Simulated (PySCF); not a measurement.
C3H5N3, SMILES c1c[nH]c(=N)[nH]1.

Geometry optimised at B3LYP-D3(BJ)/def2-SVP.

Two levels are set side by side: PBE/def2-TZVP (PySCF) and CAM-B3LYP/def2-TZVP (PySCF). Same geometry, gas phase. Differences are taken from unrounded values.

| quantity | CAM-B3LYP |
|---|---|
| orbital gap (eV) | 8.13 |
| highest occupied level (eV) | -6.47 |
| lowest empty level (eV) | 1.66 |
| dipole moment (D) | 3.36 |
| mean polarisability (bohr³) | 54.9 |

Problem. What does PBE give, and how far is it from CAM-B3LYP? (The exact figures need the calculation; the answer reports its results.)

Solution. 
| quantity | PBE | PBE minus CAM-B3LYP |
|---|---|---|
| orbital gap (eV) | 4.05 | -4.08 |
| highest occupied level (eV) | -4.13 | 2.35 |
| lowest empty level (eV) | -0.07 | -1.73 |
| dipole moment (D) | 3.12 | -0.24 |
| mean polarisability (bohr³) | 56.8 | 1.9 |

PBE's occupied levels lie high since its potential decays too fast outside the molecule; exact exchange lowers them and widens the gap. Loosely held outer electrons make PBE densities more polarisable. Differences between two approximate levels are no errors against the true value.

Rough cost on one machine, each run with all the roots and properties that it gave: CAM-B3LYP against PBE within a factor of 2.
